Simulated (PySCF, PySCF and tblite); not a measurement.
A run on one conformer of C₃H₁₁BNO₂ (charge +1), numbered as in [CH3:1][O:2][B:3]([CH2:4][NH3+:5])[O:6][CH3:7], from an ensemble study. The sound level was KT2/pcSseg-1 (IEF-PCM, chloroform) on GFN2-xTB geometries.

Input:

```
{"job": {"xc": "KT2", "basis": "pcSseg-1", "solvent": "chloroform", "kind": "nmr", "pop": false}, "charge": 1, "multiplicity": 1}
C     -0.314200     2.487200    -0.239300
O     -0.035100     1.265500    -0.868800
B      0.242000     0.251900     0.189400
C     -0.961400    -0.646200     0.735800
N     -1.564400    -1.453500    -0.315200
O      1.594800     0.080000     0.705100
C      2.268400    -0.863300    -0.095200
H     -0.503700     3.249700    -1.025200
H     -1.242500     2.425100     0.381700
H      0.531400     2.857500     0.374400
H     -0.566100    -1.328800     1.532800
H     -1.734500     0.001200     1.202600
H     -2.332900    -2.037100     0.092900
H     -0.843700    -2.084000    -0.754900
H     -1.976500    -0.818900    -1.053600
H      3.296300    -0.987000     0.311200
H      2.356700    -0.521000    -1.145600
H      1.776400    -1.871800    -0.039700
```

Command: OMP_NUM_THREADS=1 python ens_run.py task.json out

Output:

```
coarse grid: 14400 points
cycle   1  E = -356.1506678871  dE =  7.301e-01  |g| = 9.740e-01  |ddm| = 3.446e+00
cycle   2  E = -355.1671717745  dE =  9.835e-01  |g| = 2.279e+00  |ddm| = 3.156e+00
cycle   3  E = -356.3205810269  dE = -1.153e+00  |g| = 2.185e-01  |ddm| = 2.732e+00
cycle   4  E = -356.3293361345  dE = -8.755e-03  |g| = 1.117e-01  |ddm| = 2.496e-01
cycle   5  E = -356.3324092929  dE = -3.073e-03  |g| = 1.962e-02  |ddm| = 9.363e-02
cycle   6  E = -356.3324905760  dE = -8.128e-05  |g| = 5.979e-03  |ddm| = 1.814e-02
cycle   7  E = -356.3324959758  dE = -5.400e-06  |g| = 3.799e-03  |ddm| = 7.686e-03
cycle   8  E = -356.3324984691  dE = -2.493e-06  |g| = 9.853e-04  |ddm| = 3.158e-03
final grid: 137336 points
cycle   9  E = -356.3890020074  dE = -2.944e-04  |g| = 1.383e-02  |ddm| = 4.471e-02
cycle  10  E = -356.3889580970  dE =  4.391e-05  |g| = 1.953e-02  |ddm| = 2.717e-02
cycle  11  E = -356.3890428206  dE = -8.472e-05  |g| = 2.798e-03  |ddm| = 1.688e-02
cycle  12  E = -356.3890443213  dE = -1.501e-06  |g| = 6.886e-04  |ddm| = 2.177e-03
cycle  13  E = -356.3890444095  dE = -8.820e-08  |g| = 2.458e-04  |ddm| = 5.779e-04
cycle  14  E = -356.3890444225  dE = -1.299e-08  |g| = 6.052e-05  |ddm| = 2.463e-04
cycle  15  E = -356.3890444230  dE = -5.293e-10  |g| = 2.992e-05  |ddm| = 6.085e-05
converged SCF energy = -356.3890444230

GIAO shielding tensors (ppm)
atom      isotropic    diamagn.    paramagn.     s11        s22        s33       span
  0 C      131.124     244.603    -113.478     95.931    114.727    182.715     86.784
  1 O      224.797     400.946    -176.150    158.791    211.966    303.633    144.843
  2 B       56.223     198.932    -142.710     40.479     53.234     74.955     34.476
  3 C      153.782     257.884    -104.102    139.844    145.281    176.222     36.378
  4 N      207.413     317.867    -110.454    202.823    207.585    211.832      9.009
  5 O      213.636     399.152    -185.516    136.198    201.568    303.143    166.945
  6 C      132.196     246.477    -114.281     98.580    116.862    181.147     82.566
  7 H       26.677      26.933      -0.256     23.458     24.209     32.363      8.906
  8 H       27.379      29.141      -1.762     22.936     25.680     33.519     10.583
  9 H       27.329      28.303      -0.974     23.014     25.418     33.557     10.543
 10 H       27.596      31.323      -3.728     23.954     26.552     32.280      8.326
 11 H       27.634      31.035      -3.400     24.382     26.064     32.456      8.074
 12 H       25.127      23.279       1.848     18.416     21.255     35.711     17.295
 13 H       25.520      28.446      -2.926     19.009     23.261     34.291     15.282
 14 H       25.063      28.247      -3.184     18.639     23.051     33.499     14.860
 15 H       26.526      26.859      -0.333     23.275     24.245     32.059      8.783
 16 H       27.285      29.608      -2.323     23.184     25.561     33.110      9.926
 17 H       27.220      30.087      -2.867     23.130     25.810     32.720      9.590
```

What is wrong with this calculation, and what did it do to the result?

The setting at fault: geometries not relaxed beyond the force field. Self-consistency was reached. Shieldings averaged over the conformers (ppm), as run and sound:
| atoms | as run | sound |
| --- | --- | --- |
| C1/C7 | 131.7 | 128.9 |
| O2/O6 | 219.2 | 223.7 |
| B3 | 56.2 | 79.8 |
| C4 | 153.8 | 154.8 |
| N5 | 207.4 | 220.2 |
| H1/H7 | 27.1 | 27.3 |
| H4 | 27.6 | 28.6 |
| H5 | 25.2 | 25.7 |
